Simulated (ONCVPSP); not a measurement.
## Plane-wave convergence, ONCV potential for zinc (Zn)

ONCVPSP 4.0.1 input, shortened (lines: element, Z, core and valence counts, functional; n l f; lmax; l rc ep ncon nbas qcut; lloc lpopt rc5 dvloc0; l nproj debl; icmod fcfact rcfact), LDA (Perdew-Wang 92), scalar-relativistic:

```
  Zn 30.00    3    4  -001012      upf
    1    0    2.00
    2    0    2.00
    2    1    6.00
    3    0    2.00
    3    1    6.00
    3    2   10.00
    4    0    2.00
    2
    0    0.95    0.00    4    8   16.30
    1    0.70    0.00    4    8   11.80
    2    1.25    0.00    4    9   10.50
    4    3    0.70    0.00
    0    2    2.20
    1    2    1.20
    2    2    3.80
    3    2.50    1.75
```

In the p channel the program set the typed energies aside and used -3.060, 0.250 Ha.

Problem. For each optimised wave give the share of its norm inside rc, the residual kinetic energy above qcut (Ha) and the cutoffs (Ha) for errors of 10, 1, 0.1 and 0.01 mHa per electron.

Solution.

| wave | norm inside rc | residual KE | 10 mHa | 1 mHa | 0.1 mHa | 0.01 mHa |
| --- | --- | --- | --- | --- | --- | --- |
| 3s | 0.858 | 3.8e-08 | 62.2 | 79.6 | 93.5 | 105.6 |
| 4s | 0.027 | 2.4e-09 | 42.0 | 63.9 | 81.9 | 96.8 |
| 3p | 0.538 | 1.5e-03 | 37.4 | 83.0 | 377.2 | 442.4 |
| p projector 2 | 0.033 | 1.3e-04 | 28.0 | 38.6 | 75.1 | 355.1 |
| 3d | 0.799 | 5.3e-04 | 45.5 | 52.9 | 152.0 | 212.2 |
| d projector 2 | 0.100 | 1.8e-03 | 47.7 | 59.6 | 216.2 | 253.8 |

The occupied waves need 83 Ha and 377 Ha for 1 and 0.1 mHa.
